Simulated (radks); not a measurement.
The numbers below are computed, except where a source is named.
Question: Dy, configuration [Xe] 4f10 6s2 (the NIST ground configuration). Level of theory: Dirac Kohn-Sham, PBE, spin-unpolarised, spherical densities, point nucleus; open shells are shared between the two j in proportion to 2j + 1 (a radial shooting solver on a logarithmic mesh with Libxc functionals). Some entries of the table are withheld. Estimate them.

orbital,occ.,eigenvalue (eV),<r> (bohr)
1s1/2,2,-53602.77,0.02111
2s1/2,2,-8921.183,0.08921
2p1/2,2,-8483.733,0.07438
2p3/2,4,-7683.470,0.08143
3s1/2,2,-1985.723,(1)
3p1/2,2,(2),0.2238
3p3/2,4,(3),0.2371
3d3/2,4,-1301.618,(4)
3d5/2,6,-1265.330,(5)
4s1/2,2,-392.7576,0.5298
4p1/2,2,(6),(7)
4p3/2,4,(8),(9)
4d3/2,4,-156.7665,0.6035
4d5/2,6,-150.0423,0.6144
5s1/2,2,-48.8338,1.302
5p1/2,2,-28.6655,1.473
5p3/2,4,-23.9881,1.581
6s1/2,2,-3.7479,4.115
4f5/2,4.28571,-3.5990,0.8700
4f7/2,5.71429,-2.7220,0.8931

Answer: 
(1) 3s1/2 <r> (bohr): 0.2341
(2) 3p1/2 eigenvalue (eV): -1795.091
(3) 3p3/2 eigenvalue (eV): -1628.893
(4) 3d3/2 <r> (bohr): 0.2096
(5) 3d5/2 <r> (bohr): 0.2138
(6) 4p1/2 eigenvalue (eV): -317.5846
(7) 4p1/2 <r> (bohr): 0.5404
(8) 4p3/2 eigenvalue (eV): -280.4469
(9) 4p3/2 <r> (bohr): 0.5709
